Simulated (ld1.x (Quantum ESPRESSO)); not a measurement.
**An all-electron radial function and its pseudo partner (C (Z = 6))**

Columns: radius, all-electron u(r) and pseudo u(r) of the 2s shell (level -19.36 eV) of carbon in the configuration [He] 2s2 2p1.5; PBE, non-relativistic, TM semilocal scheme, ld1.x (Quantum ESPRESSO) 7.5.

```json
{"r (bohr)": "0.145", "all-electron": "0.3610", "pseudo": "-0.0922"}
{"r (bohr)": "0.290", "all-electron": "0.1769", "pseudo": "-0.1912"}
{"r (bohr)": "0.435", "all-electron": "-0.1219", "pseudo": "-0.3055"}
{"r (bohr)": "0.580", "all-electron": "-0.3929", "pseudo": "-0.4448"}
{"r (bohr)": "0.725", "all-electron": "-0.5980", "pseudo": "-0.6022"}
{"r (bohr)": "0.870", "all-electron": "-0.7343", "pseudo": "-0.7343"}
{"r (bohr)": "1.015", "all-electron": "-0.8100", "pseudo": "-0.8100"}
{"r (bohr)": "1.160", "all-electron": "-0.8379", "pseudo": "-0.8379"}
{"r (bohr)": "1.305", "all-electron": "-0.8306", "pseudo": "-0.8306"}
{"r (bohr)": "1.450", "all-electron": "-0.7991", "pseudo": "-0.7991"}
{"r (bohr)": "1.595", "all-electron": "-0.7521", "pseudo": "-0.7521"}
{"r (bohr)": "1.740", "all-electron": "-0.6962", "pseudo": "-0.6962"}
{"r (bohr)": "1.885", "all-electron": "-0.6362", "pseudo": "-0.6362"}
{"r (bohr)": "2.030", "all-electron": "-0.5754", "pseudo": "-0.5754"}
{"r (bohr)": "2.175", "all-electron": "-0.5161", "pseudo": "-0.5161"}
{"r (bohr)": "2.320", "all-electron": "-0.4599", "pseudo": "-0.4599"}
{"r (bohr)": "2.465", "all-electron": "-0.4076", "pseudo": "-0.4076"}
{"r (bohr)": "2.610", "all-electron": "-0.3596", "pseudo": "-0.3596"}
{"r (bohr)": "2.755", "all-electron": "-0.3160", "pseudo": "-0.3160"}
{"r (bohr)": "2.900", "all-electron": "-0.2769", "pseudo": "-0.2769"}
{"r (bohr)": "3.045", "all-electron": "-0.2419", "pseudo": "-0.2419"}
{"r (bohr)": "3.190", "all-electron": "-0.2108", "pseudo": "-0.2108"}
{"r (bohr)": "3.335", "all-electron": "-0.1833", "pseudo": "-0.1833"}
{"r (bohr)": "3.480", "all-electron": "-0.1591", "pseudo": "-0.1591"}
{"r (bohr)": "3.625", "all-electron": "-0.1379", "pseudo": "-0.1379"}
{"r (bohr)": "3.770", "all-electron": "-0.1192", "pseudo": "-0.1192"}
```

(1) How many radial nodes do the two functions have?

(2) At about which radius was the pseudo-wave matched?

(3) Is the pseudo-wave norm-conserving?

Answers

(1) The all-electron 2s function has n − l − 1 = 1; the pseudo-wave has 0, since the states of the same l below it are removed with the core.

(2) 0.90 bohr, where the columns begin to agree (steps of 0.14 bohr).

(3) Yes: the TM semilocal scheme keeps the norm inside the radius equal to the all-electron one, which fixes the energy derivative of the logarithmic derivative at the level.
